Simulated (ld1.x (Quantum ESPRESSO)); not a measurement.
Before and after: RRKJ potential for zinc

```
Element                 : Zn (Z = 30)
Generator               : ld1.x (Quantum ESPRESSO) 7.5
Type                    : norm-conserving RRKJ (Kleinman–Bylander form)
Functional              : LDA (PZ)
Relativity              : scalar-relativistic
Frozen core             : [Ne]
Valence charge          : 20
Reference configuration : 3s2 3p6 3d10 4s0 4p0 (charge +2)
Partial waves           : 3p (bound): rc 1.10 bohr; 3d (bound): rc 1.20 bohr; 3s (bound): rc 1.05 bohr
Local potential         : the s channel
Core correction         : none
rho0                    : 0.01
```

Change: reference 3s2 3p6 3d10 4s2 4p0.

Cutoffs: the cutoffs (Ry, on a coarse ladder) from which the occupation-weighted sum of valence levels, in a spherical-Bessel basis at the reference potential, stays within 10 and 1 mRy of its value at 400 Ry; they do not see the model core or the augmentation charge, which bear on the density cutoff. Errors are all-electron minus pseudo energies relative to the spin-unpolarised reference configuration.

Problem. What does the change do?

Solution. The potential gets neither clearly harder nor softer (160 Ry and 200 Ry → 160 Ry and 200 Ry); the miss of the reference levels goes from 0.00 to 0.81 eV; the range in which the s phases agree widens (upper end -2.9 → -1.4); the range in which the p phases agree widens (upper end 0.4 → 2.0); neither file shows a bound ghost.

| quantity | base | changed |
| --- | --- | --- |
| cutoff, loose | 160 Ry | 160 Ry |
| cutoff, tight | 200 Ry | 200 Ry |
| bound ghosts | none | none |
| largest miss of a reference level, eV | 0.00 | 0.81 |
| largest error over its own tests, meV | +2557 | -3944 |
| s: phases at 1.31 bohr within 0.05 rad from the reference energy up to (Ry; the scan ends near 5) | -2.9 | -1.4 |
| p: phases at 1.31 bohr within 0.05 rad from the reference energy up to (Ry; the scan ends near 5) | 0.4 | 2.0 |
| d: phases at 1.31 bohr within 0.05 rad from the reference energy up to (Ry; the scan ends near 5) | 4.6 | to the end of the scan |

Changed file: The 4s level has no wave, so the channel is fitted at the deeper level alone: the likely source of the large errors.
